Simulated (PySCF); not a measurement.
C₅H₁₀F₂S.
Structure used (GFN2-xTB), in Å, numbered top down from 1:
```xyz
18
C5H10F2S angstrom
C      2.5497    0.6677   -0.0147
C      2.1097   -0.4422   -0.9498
S      0.4030   -0.2172   -1.5572
C     -0.5234   -0.8190   -0.0943
C     -2.0162   -0.6127   -0.2904
C     -2.3744    0.8646   -0.2534
F     -2.1733    1.3745    0.9893
F     -3.6893    1.0470   -0.5231
H      1.9420    0.6891    0.8871
H      2.4644    1.6315   -0.5103
H      3.5872    0.5153    0.2751
H      2.1573   -1.4209   -0.4719
H      2.7234   -0.4556   -1.8499
H     -0.2996   -1.8800    0.0209
H     -0.1746   -0.2717    0.7816
H     -2.5689   -1.1204    0.5037
H     -2.3333   -1.0137   -1.2545
H     -1.7926    1.4700   -0.9644
```

The closed-shell SCF was solved with PySCF and density fitting under several settings on one GFN2-xTB geometry (grid level 2 and gas phase unless stated).

```csv
settings,basis functions,SCF cycles,E (Eh),HOMO (eV),LUMO (eV),dipole (D)
"PBE0/ANO-RCC-VDZP, level shift 0.3 Eh",166,13,-793.7356,-6.52,0.29,3.14
B3LYP/def2-SVP,166,13,-794.0255,-6.15,0.85,2.74
"CAM-B3LYP/3-21G, start guess atom",96,10,-790.1334,-7.75,2.71,2.87
```

Estimate the rows for these settings: (1) PBE0/def2-SVPD, energy threshold 1e-11 Eh; (2) PW91/pcSseg-1.

```json
{"settings": "PBE0/def2-SVPD, energy threshold 1e-11 Eh", "basis functions": "253", "SCF cycles": "12", "E (Eh)": "-793.4809", "HOMO (eV)": "-6.58", "LUMO (eV)": "0.36", "dipole (D)": "3.05"}
{"settings": "PW91/pcSseg-1", "basis functions": "193", "SCF cycles": "14", "E (Eh)": "-794.2301", "HOMO (eV)": "-5.37", "LUMO (eV)": "-0.31", "dipole (D)": "2.74"}
```

Over all rows, what range does the HOMO–LUMO gap span?

From 5.06 eV (PW91/pcSseg-1) to 10.46 eV (CAM-B3LYP/3-21G, start guess atom). The functional of the narrowest has no exact exchange, that of the widest range-separated exact exchange.

Compare two rows with the functional PBE0: PBE0/ANO-RCC-VDZP, level shift 0.3 Eh and PBE0/def2-SVPD, energy threshold 1e-11 Eh. Which energy is lower, and by how much?

PBE0/ANO-RCC-VDZP, level shift 0.3 Eh (166 functions) lies 0.2547 Eh or 160 kcal/mol below PBE0/def2-SVPD, energy threshold 1e-11 Eh (253 functions). The smaller set gives the lower energy; the two sets aren't nested, so the variational bound doesn't order them by size.

Whole jobs, the steps after the SCF included, on one thread, Arm Neoverse V2 (aarch64), no GPU (shared host):

| settings | work after the SCF | wall time | peak memory |
| --- | --- | --- | --- |
| PBE0/ANO-RCC-VDZP, level shift 0.3 Eh | spin–spin couplings from 17 perturbed nuclei, spin–dipole term for 2 of them | 54 s | 0.87 GiB |
| B3LYP/def2-SVP | shieldings, charges and field gradients | 22 s | 0.81 GiB |
| CAM-B3LYP/3-21G, start guess atom | 3 singlets by TDA, polarisability | 8.9 s | 0.59 GiB |
| PBE0/def2-SVPD, energy threshold 1e-11 Eh | shieldings | 40 s | 1.0 GiB |
| PW91/pcSseg-1 | shieldings | 34 s | 0.74 GiB |

Cycle counts include a coarse-grid stage where the run had one. ANO-RCC sets were contracted for a scalar-relativistic Hamiltonian, but ran non-relativistically here.

One conformer stands for the species.
